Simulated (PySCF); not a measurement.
## C5H9FN: g tensor and hyperfine couplings

C₅H₉FN (doublet state).
Structure used (GFN2-xTB), in Å, numbered top down from 1:
```
atom  x, y, z in Å
C1    -1.758    1.251    0.311
C2    -1.055    0.312   -0.405
C3    -1.715   -0.682   -1.094
F4    -1.047   -1.606   -1.803
C5     0.449    0.327   -0.404
C6     0.999   -0.559    0.735
N7     2.439   -0.530    0.881
H8    -2.831    1.241    0.345
H9    -1.250    2.027    0.853
H10   -2.784   -0.808   -1.143
H11    0.804    1.351   -0.262
H12    0.829   -0.043   -1.358
H13    0.561   -0.234    1.684
H14    0.702   -1.596    0.561
H15    2.760    0.416    1.055
H16    2.888   -0.859    0.033
```

The hyperfine couplings belong to this conformer and change with its torsions.

As a line formula: `NCC/C([CH2])=C\F` [radical].

Theory: PySCF, UKS B3LYP, pcH-1 on C F H N, non-relativistic, mean-field spin-orbit, GIAO. Isolated species at its GFN2-xTB geometry (one conformer only). A GFN2-xTB geometry isn't a minimum of the functional, and hyperfine couplings can be far from their values at a DFT geometry. Stability of the SCF solution: not tested. ⟨S²⟩ is 0.777 where a pure state has 0.75.

```
g1, g2, g3                      : 2.00212, 2.00363, 2.00430
g_iso                           : 2.00335
Form of g                       : rhombic: the two nearest values differ by 31 % of g3 − g1
⟨S²⟩                            : 0.7768 (exact 0.7500)
α and β electrons               : 28, 27
HOMO–LUMO gap, α and β orbitals : 6.00, 4.27 eV
Basis functions                 : 265
```

Hyperfine couplings atom by atom, in mT; T1 to T3 are the principal values of the dipolar part (MHz turned into mT with g_iso):

```csv
atom,isotope,a_iso,T1,T2,T3,Mulliken spin population
C1,13C,1.92,-1.85,-1.78,3.62,0.68
C2,13C,-1.74,-1.02,0.43,0.59,-0.25
C3,13C,2.30,-1.99,-1.97,3.96,0.61
F4,19F,3.59,-6.75,-5.71,12.46,0.05
C5,13C,0.18,-0.04,0.00,0.04,0.01
C6,13C,-0.45,-0.06,0.03,0.03,-0.01
N7,14N,0.00,-0.01,0.00,0.00,0.00
H8,1H,-1.41,-0.76,-0.06,0.82,-0.03
H9,1H,-1.52,-0.91,0.00,0.91,-0.03
H10,1H,-1.60,-0.81,-0.09,0.90,-0.03
H11,1H,-0.20,-0.07,-0.05,0.13,0.00
H12,1H,-0.23,-0.08,-0.05,0.13,0.00
H13,1H,0.06,-0.08,-0.03,0.11,0.00
H14,1H,0.08,-0.07,-0.04,0.11,0.00
H15,1H,0.01,-0.02,-0.01,0.04,0.00
H16,1H,0.02,-0.02,-0.01,0.04,0.00
```

The Mulliken spin populations are largest on C1 (+0.68), C3 (+0.61) and C2 (-0.25). The angles at C1 add up to 360.0°, so it is planar; its axial dipolar tensor and the negative couplings of its protons fit spin in a p orbital normal to that plane.

Axes: g2 points within 12° of the C1–C2 bond.

Under fast tumbling the dipolar parts average out, and these isotropic splittings remain: 1 × 19F (F4, I = 1/2, 2 lines) with 3.59 mT, 1 × 1H (H10, I = 1/2, 2 lines) with 1.60 mT, 1 × 1H (H9, I = 1/2, 2 lines) with 1.52 mT, 1 × 1H (H8, I = 1/2, 2 lines) with 1.41 mT, 2 × 1H (H11/H12, I = 1/2, 3 lines) with 0.21 mT and 2 × 1H (H13/H14, I = 1/2, 3 lines) with 0.07 mT.

Means are taken over nuclei equivalent by connectivity, which assumes that they swap fast. H8 and H9 aren't averaged: C1 is flat or nearly so (angle sum 360°), and its turn about the short C1–C2 bond (1.37 Å) is taken as slow.

The 13C coupling of C3 (64.5 MHz) shows only in satellite lines or after enrichment, since that isotope makes up about 1.07 % of natural carbon.

Examples of negative spin density at the nucleus (bohr⁻³): C2 (-0.0435), C6 (-0.0112) and H10 (-0.0100).
